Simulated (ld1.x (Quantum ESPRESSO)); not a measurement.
# Co, TM: configuration errors across variants

ld1.x (Quantum ESPRESSO) 7.5 input, shortened:

```
&input
   title='Co', zed=27., rel=2, dft='PBE', iswitch=3,
   config='[Ar] 3d7 4s1 4p1', rel_dist='average'
 /
 &inputp
   pseudotype=2, tm=.true., lloc=1,
   nlcc=.false.
 /
3
3S  1  0   2.00   0.00  0.90  0.90  0.0
3D  3  2   7.00   0.00  1.60  1.60  0.0
3P  2  1   6.00   0.00  0.70  0.70  0.0
 &test
   configts(1)='3s2 3p6 3d7 4s1 4p1'
 /
```

Open shells are filled in proportion to 2j + 1 (rel_dist='average').

Occupied shells without a wave of their own: 4p, 4s. They enter only through the test configuration that unscreens the potential.

All-electron excitation energies from the reference (eV): (1) 3s2 3p6 3d7 4s2 4p0 -4.350; (2) 3s2 3p6 3d7 4s1 4p0 4.680; (3) 3s2 3p6 3d7 4s0 4p0 21.466; (4) 3s1 3p6 3d7 4s2 4p0 106.149; (5) 3s2 3p6 3d6 4s2 4p1 5.309; (6) 3s2 3p6 3d6 4s2 4p0 10.832; (7) 3s2 3p6 3d8 4s0 4p0 2.121.

The file “base” misses its own reference levels by 1.2 eV. The file “all radii scaled by about 0.77 (s 0.70, p 0.54, d 1.24 bohr)” misses its own reference levels by 1.3 eV. The file “all radii scaled by about 0.97 (s 0.88, p 0.68, d 1.54 bohr)” misses its own reference levels by 1.2 eV. The file “all radii scaled by about 1.05 (s 0.94, p 0.74, d 1.68 bohr)” misses its own reference levels by 1.2 eV. The file “all radii scaled by about 1.15 (s 1.04, p 0.80, d 1.84 bohr)” misses its own reference levels by 1.2 eV. The file “all radii scaled by about 1.28 (s 1.16, p 0.90, d 2.04 bohr)” misses its own reference levels by 1.2 eV. The file “all radii scaled by about 1.40 (s 1.26, p 0.98, d 2.24 bohr)” misses its own reference levels by 1.2 eV.

Errors AE − PS in meV (a dash: test not solved or not reliable):

| change | (1) | (2) | (3) | (4) | (5) | (6) | (7) | bound ghosts |
| --- | --- | --- | --- | --- | --- | --- | --- | --- |
| base | +92 | -9.8 | -173 | -55 | +193 | +198 | -81 | not determined |
| all radii scaled by about 0.77 (s 0.70, p 0.54, d 1.24 bohr) | +136 | -22 | -283 | +212 | +240 | +242 | -153 | not determined |
| all radii scaled by about 0.97 (s 0.88, p 0.68, d 1.54 bohr) | +86 | -11 | -166 | -18 | +173 | +175 | -82 | not determined |
| all radii scaled by about 1.05 (s 0.94, p 0.74, d 1.68 bohr) | +101 | -9.4 | -187 | -93 | +222 | +228 | -82 | not determined |
| all radii scaled by about 1.15 (s 1.04, p 0.80, d 1.84 bohr) | +159 | -10 | -289 | -94 | +341 | +358 | -124 | not determined |
| all radii scaled by about 1.28 (s 1.16, p 0.90, d 2.04 bohr) | +288 | -16 | -526 | -42 | +596 | +631 | -223 | not determined |
| all radii scaled by about 1.40 (s 1.26, p 0.98, d 2.24 bohr) | +396 | -22 | -740 | -36 | +842 | +889 | -285 | not determined |

Q: Give the same row for: all radii scaled by about 0.86 (s 0.78, p 0.60, d 1.38 bohr).

A: +75, -15, -161, +37, +146, +141, -84; bound ghosts: not determined.
